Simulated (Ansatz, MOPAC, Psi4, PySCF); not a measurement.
Species: SiH2S2Cl2, charge 0, multiplicity 1. SMILES: S[Si](S)(Cl)Cl
Geometry: optimised at B3LYP-D3(BJ)/def2-TZVP (Ansatz, an electronic-structure program).

Property: size of the dipole moment, in D. Conventions: LANL2DZ with its own core potentials from Na on; six Cartesian d functions in 6-31G* and its kin unless marked 5d; 6-311+G** with 5d, 6d on Na to Ar in Ansatz; non-relativistic; spin-orbit terms left out; no dispersion term unless named. First-principles rows: single points at B3LYP-D3(BJ) geometries (Ansatz). Semi-empirical rows: dipoles at the shared geometry.

```json
[
 {"level": "PM6", "program": "MOPAC", "size of the dipole moment (D)": "1.38"},
 {"level": "SVWN5/6-31G*", "program": "Ansatz", "size of the dipole moment (D)": "1.65"},
 {"level": "PBE/LANL2DZ", "program": "Ansatz", "size of the dipole moment (D)": "2.08"},
 {"level": "BLYP/6-31G*", "program": "Ansatz", "size of the dipole moment (D)": "1.51"},
 {"level": "BP86/def2-SVP", "program": "PySCF", "size of the dipole moment (D)": "1.42"},
 {"level": "B3LYP/6-31G*", "program": "Ansatz", "size of the dipole moment (D)": "1.57"},
 {"level": "B3LYP/6-31+G*", "program": "Ansatz", "size of the dipole moment (D)": "1.56"},
 {"level": "B3LYP/def2-SVP", "program": "Ansatz", "size of the dipole moment (D)": "1.41"},
 {"level": "B3LYP/6-311+G**", "program": "Ansatz", "size of the dipole moment (D)": "1.52"},
 {"level": "PBE0/6-311+G**", "program": "Ansatz", "size of the dipole moment (D)": "1.58"},
 {"level": "M06-2X/6-311+G**", "program": "PySCF", "size of the dipole moment (D)": "1.59"},
 {"level": "wB97X-D/6-31G*", "program": "Psi4", "size of the dipole moment (D)": "1.64"},
 {"level": "B3PW91/6-31G* (5d)", "program": "PySCF", "size of the dipole moment (D)": "1.62"}
]
```

No value to compare with is used here. The 13 habitual levels span 1.38 (PM6) to 2.08 D (PBE/LANL2DZ).

The levels are drawn from those run, B3LYP/6-31G* more often than the rest, none by its result; left out are runs that failed, that the program found above a lower state of the same kind, or whose <S^2> lies over 0.5 above the pure value.
